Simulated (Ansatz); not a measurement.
Consider the ligand exchange at a Zr–C bond: `C#[C][Zr]([F])([F])[F]` + `CNC` → `C[N](C)[Zr]([F])([F])[F]` + `C#C`.

Gas-phase electronic energies from Ansatz, PBE0-D4/def2-TZVP geometries. CBS: MP2 limit from def2 TZ/QZ plus the TZ coupled-cluster correction, frozen cores. This one scheme is used for every species. Functionals use def2-TZVPP. Elements past krypton have def2 core potentials. For Zr outer-core shells are correlated without core-valence functions, which leaves a few kJ/mol of doubt a bond. One conformer a species, not always the lowest.

CCSD(T)/CBS gives -46.9 kJ/mol.

Another level gave -42.3 kJ/mol. Which?
A. PBE0/def2-TZVPP
B. LDA (SPW92)/def2-TZVPP
C. BLYP-D4/def2-TZVPP
D. LC-ωPBE/def2-TZVPP

D. LC-ωPBE -42.3, BLYP-D4 -47.2, PBE0 -38.2, LDA (SPW92) -52.5 kJ/mol.

Largest T1 diagnostic among the species: 0.017.

In def2-TZVPP, CCSD(T) changes the Hartree–Fock value by −18.5 kJ/mol (the triples alone add −1.5 kJ/mol) and MP2 by −22.9 kJ/mol. The D4 term adds −7.8 kJ/mol with B3LYP and −4.5 kJ/mol with PBE0; it sums over pairs of atoms, weighted by their polarisabilities, and B3LYP, whose exchange is more repulsive, gets the larger term. At CCSD(T), def2-SVP lies −7.8 kJ/mol from the extrapolated value and def2-TZVPP +2.5 kJ/mol.

B3LYP here is the variant with VWN-RPA as its local correlation; programs differ in this.
